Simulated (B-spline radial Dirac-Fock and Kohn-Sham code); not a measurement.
**In³⁺: non-radiative channels of the L1 vacancy**

System: indium as In³⁺, [Kr] 4d10, inside a Watson sphere of charge -3 and radius 2.2 Å (a model of the Madelung potential; inside it an electron's potential energy is raised by 19.6 eV).

Input file task.json (cfg lists n, l and occupation; rrms is the nuclear radius in fm):

```json
{"items": [{
  "Z": 49,
  "q": 3,
  "cfg": [[1, 0, 2], [2, 0, 2], [2, 1, 6], [3, 0, 2], [3, 1, 6], [3, 2, 10], [4, 0, 2], [4, 1, 6], [4, 2, 10]],
  "A": 115,
  "rrms": 4.6156,
  "watson": [-3, 2.2],
  "do": ["binding", "quiet", "decay"],
  "holes": ["K", "L1", "L2", "L3", "M1", "M2", "M3", "M4", "M5", "N1", "N2", "N3", "N4", "N5"]
}]}
```

Run with: `python xray_run.py task.json out`

The computed values come from a B-spline atomic structure program: independent-particle radiative and Coulomb Auger rates from relativistic LDA hole-state orbitals, with Dirac-Fock energies. Kinetic energies are configuration averages from the vacuum level; the two-hole energies are estimated from single-hole states.

```csv
transition,kinetic energy (eV),width (meV),share (%)
L1-L2N1,130.3,166,6.1
L1-L2N2,173.0,108,4.0
L1-L2N3,179.7,144,5.3
L1-L2N5,249.9,63.9,2.3
L1-L3N1,338.3,233,8.6
L1-L3N2,380.5,101,3.7
L1-L3N3,388.0,193,7.1
L1-L3N4,456.8,160,5.9
L1-L3N5,458.1,209,7.7
L1-M1M2,2653.1,82.8,3.0
L1-M1M3,2692.2,155,5.7
L1-M1M4,2902.3,125,4.6
L1-M1M5,2910.1,177,6.5
L1-M2M5,3031.6,45.7,1.7
L1-M4M5,3284.0,255,9.4
L1-M5M5,3292.5,71.1,2.6
```

Coster-Kronig rates are the weakest part of this model and often come out 1.5 to 2.5 times too large. The listed channels hold 84 % of the non-radiative rate. Summed by principal shells, of 2.72 eV in all: LLN 52.0 %, LMM 37.8 %, LMN 9.6 %, LNN 0.6 %.
